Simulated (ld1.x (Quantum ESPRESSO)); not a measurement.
## What one change does to a pseudopotential (iron, ultrasoft)

- Element: iron
- Generator: ld1.x (Quantum ESPRESSO) 7.5
- Type: ultrasoft
- Functional: BLYP
- Relativity: fully relativistic
- Frozen core: [Ar]
- Valence charge: 8
- Reference configuration: 3d6 4s2 4p0
- Partial waves: 4s (bound): rcut 2.40, rcutus 2.55 bohr; 4s channel at 1 Ry: rcut 2.40, rcutus 2.55 bohr; 4p (bound, empty): rcut 2.25, rcutus 2.75 bohr; 4p channel at 1.35 Ry: rcut 2.25, rcutus 2.75 bohr; 3d (bound): rcut 1.10, rcutus 1.35 bohr; 3d channel at 0.7 Ry: rcut 1.10, rcutus 1.35 bohr
- Local potential: all-electron potential smoothed inside 1.85 bohr (lloc = -1)
- Core correction: none
- Augmentation charge: PSQ, radius 1.15 bohr

Open shells are filled in proportion to 2j + 1 (rel_dist='average').

Change: waves 4s (bound): rcut 2.24, rcutus 2.38 bohr; 4s channel at 1 Ry: rcut 2.24, rcutus 2.38 bohr.

Cutoffs: the cutoffs (Ry, on a coarse ladder) from which the occupation-weighted sum of valence levels, in a spherical-Bessel basis at the reference potential, stays within 10 and 1 mRy of its value at 400 Ry; they do not see the model core or the augmentation charge, which bear on the density cutoff. Errors are all-electron minus pseudo energies relative to the spin-unpolarised reference configuration.

Question: Predict the effect on cutoff, ghosts and configuration errors.

Answer: The potential gets neither clearly harder nor softer (60 Ry and 100 Ry → 60 Ry and 100 Ry); of the 7 tests that both files solve, the error grows in 1 and shrinks in 0 by more than 15 % and 0.3 meV (median size 40.4 → 40.0 meV); neither file shows a bound ghost.

| quantity | base | changed |
| --- | --- | --- |
| cutoff, loose | 60 Ry | 60 Ry |
| cutoff, tight | 100 Ry | 100 Ry |
| bound ghosts | none | none |
| error for 3d6 4s1 4p0, meV [ΔE 8.73 eV] | +15 | +15 |
| error for 3d6 4s0 4p0, meV [ΔE 25.11 eV] | +110 | +110 |
| error for 3d5 4s0 4p0, meV [ΔE 59.34 eV] | +80 | +80 |
| error for 3d7 4s0 4p0, meV [ΔE 6.78 eV] | +29 | +29 |
| error for 3d4 4s0 4p0, meV [ΔE 112.40 eV] | -373 | -372 |
| error for 3d7 4s1 4p0, meV [ΔE -0.75 eV] | -2.4 | -3.4 |
| error for 3d6 4s1 4p1, meV [ΔE 4.12 eV] | +40 | +40 |
| s: phases at 3.00 bohr within 0.05 rad from the reference energy up to (Ry; the scan ends near 5) | 2.6 | 2.8 |
| p1/2: phases at 3.00 bohr within 0.05 rad from the reference energy up to (Ry; the scan ends near 5) | 3.4 | 3.4 |
| p3/2: phases at 3.00 bohr within 0.05 rad from the reference energy up to (Ry; the scan ends near 5) | 3.4 | 3.4 |
| d3/2: phases at 3.00 bohr within 0.05 rad from the reference energy up to (Ry; the scan ends near 5) | to the end of the scan | to the end of the scan |
| d5/2: phases at 3.00 bohr within 0.05 rad from the reference energy up to (Ry; the scan ends near 5) | to the end of the scan | to the end of the scan |
| lowest overlap eigenvalue by channel | s 0.36, p1/2 0.58, p3/2 0.58, d3/2 1.00, d5/2 1.00 | s 0.38, p1/2 0.58, p3/2 0.58, d3/2 1.00, d5/2 1.00 |
